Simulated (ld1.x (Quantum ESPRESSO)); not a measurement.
**LDA (PZ) ultrasoft dataset for lutetium (Lu), scalar-relativistic all-electron reference.**

| Item | Value |
| --- | --- |
| Element | Lu |
| Generator | ld1.x (Quantum ESPRESSO) 7.5 |
| Type | ultrasoft |
| Functional | LDA (PZ) |
| Relativity | scalar-relativistic |
| Frozen core | [Kr] 4d10 |
| Valence charge | 25 |
| Reference configuration | 4f14 5s2 5p6 5d0 6s0 6p0 (charge +3) |
| Partial waves | 5s (bound): rcut 1.60, rcutus 2.10 bohr; 6s (bound, empty): rcut 1.60, rcutus 2.10 bohr; 5p (bound): rcut 1.75, rcutus 2.62 bohr; 6p (bound, empty): rcut 1.75, rcutus 2.62 bohr; 5d (bound, empty): rcut 2.15, rcutus 2.60 bohr; 5d channel at 1.95 Ry: rcut 2.15, rcutus 2.60 bohr; 4f (bound): rcut 0.70, rcutus 0.90 bohr; 4f channel at -1.95 Ry: rcut 0.70, rcutus 0.90 bohr |
| Local potential | all-electron potential smoothed inside 0.75 bohr (lloc = -1) |
| Core correction | none |
| Augmentation charge | PSQ, inside the norm-conserving radii |

All-electron outer shells of the reference configuration (LDA (PZ), scalar-relativistic, ld1.x):

```csv
shell,level (eV),outermost node (bohr),outermost maximum (bohr)
4p,-384.22,0.25,0.47
4d,-218.49,0.23,0.48
5s,-88.02,0.57,1.04
5p,-58.26,0.61,1.19
4f,-36.57,–,0.47
5d,-25.33,0.68,1.65
6s,-24.51,1.38,2.59
6p,-17.97,1.63,3.12
```

**Question.** Does the generator finish with these settings?

**Answer.** Yes, a potential is produced and its reference levels are reproduced.

**Question.** Does the potential have ghost states?

**Answer.** Ghost state, extra bound levels that the all-electron valence spectrum of the same l lacks: p at -118.0 eV (s not tested). A true bound ghost makes a file unfit for plane-wave use.

**Question.** Is the overlap operator S = 1 + Σ q|β⟩⟨β| positive definite (Bessel basis up to 400 Ry)?

**Answer.** No: its lowest eigenvalue is -0.149, in the s channel, so the generalised eigenproblem breaks down once the basis is large enough.

Its largest configuration-test error is +986 meV (4f13 5s2 5p6 5d2 6s2 6p0). Test run stopped at test 6 of 9 (negative rho).

Its overlap operator is not positive definite in a basis up to 400 Ry (lowest eigenvalue s -0.15), so the file is unfit for use: the generalised eigenproblem breaks down once the basis is large enough, and its test numbers describe a broken file.
